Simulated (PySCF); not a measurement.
# MO(OH)₂ across group 14

Level: PBE0, basis family def2-TZVP, scalar-relativistic core potentials from Rb on and no relativity for lighter atoms.

Each entry is the lowest minimum that a search over a few typed start shapes (and spin states, where more than one is plausible) found, or that minimum re-optimised at the stated level; isomers with ligand–ligand bonds, or fragments after loss of a ligand pair, can lie lower. Open shells are unrestricted; no spin–orbit coupling; PySCF with density fitting.

```csv
molecule,2S+1,point group,mean bond to the central atom (Å),distinct angles (°),dipole (D),gap (eV),polar-tensor charge of the central atom
CO(OH)₂,1,C2v,1.287,106/109/126,0.25,9.36,1.50
SiO(OH)₂,1,C2v,1.579,115/104/128,1.85,7.43,1.65
GeO(OH)₂,?,?,?,?,?,?,?
SnO(OH)₂,1,Cs,1.901,110/113/98/129/133,3.42,5.39,1.69
```

Fill in the row of GeO(OH)₂.

2S+1: 1; point group: C2v; mean bond to the central atom (Å): 1.705; distinct angles (°): 111/102/129; dipole (D): 1.41; gap (eV): 6.66; polar-tensor charge of the central atom: 1.63.

Left out of the table are members whose search was unfinished or whose lowest solution was spin-contaminated, unstable, very soft or bonded differently.
